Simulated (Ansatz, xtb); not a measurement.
## Two isomers of C4H2BrClS

Structure X is `Clc1cscc1Br`, a singlet and structure Y is `Clc1csc(Br)c1`, a singlet. Both are isolated molecules in the gas phase, relaxed with B3LYP/def2-SVP.

**Question.** Which of the two would you expect CCSD(T)/def2-SVP + ΔMP2/def2-TZVPP electronic energies to favour?

**Answer.** Structure X; the calculation gives E(Y) − E(X) = +6.15 kJ/mol.

Level by level:

| level | geometry | E(Y) − E(X) (kJ/mol) | departure from the last row (kJ/mol) | job, with rough time for the two |
| --- | --- | --- | --- | --- |
| GFN2-xTB | GFN2-xTB | +7.37 | +1.22 | optimisation, 0.13 s |
| HF/STO-3G | GFN2-xTB | −1.74 | −7.89 | single point, 0.76 s |
| r2SCAN-D4/def2-SVP | GFN2-xTB | +5.24 | −0.91 | single point, 5.9 s |
| B3LYP/def2-SVP | B3LYP/def2-SVP | +3.06 | −3.09 | optimisation, 44 s |
| HF/def2-SVP | B3LYP/def2-SVP | +3.46 | −2.69 | part of the CCSD(T) run |
| MP2/def2-SVP | B3LYP/def2-SVP | +5.72 | −0.43 | part of the CCSD(T) run |
| CCSD(T)/def2-SVP | B3LYP/def2-SVP | +5.00 | −1.15 | single point |
| CCSD(T)/def2-SVP + ΔMP2/def2-TZVPP | B3LYP/def2-SVP | +6.15 |  | single point, 89 s |

As drawn, both hold the same kinds of bond in the same numbers.

HF/STO-3G finds them nearly level. The largest departure from CCSD(T)/def2-SVP + ΔMP2/def2-TZVPP is that of HF/STO-3G, 7.89 kJ/mol. The last row adds to CCSD(T) the change of the MP2 difference between the two basis sets, here +1.15 kJ/mol.

With thermal terms from frequencies at re-optimised GFN2-xTB minima (ideal gas, soft modes damped towards free rotors, one conformer each, 298.15 K, 1 atm): on the last row, ΔE + ΔZPE = +6.21, ΔH = +6.30, ΔG = +6.02 kJ/mol.

The correlated steps freeze 23 core orbitals; the filled d shell of Br is correlated, in a basis made for valence electrons. Codes used: Ansatz 0.2.0, xtb 6.7.1; the last row on 2 threads of Arm Neoverse V2 on a shared host.
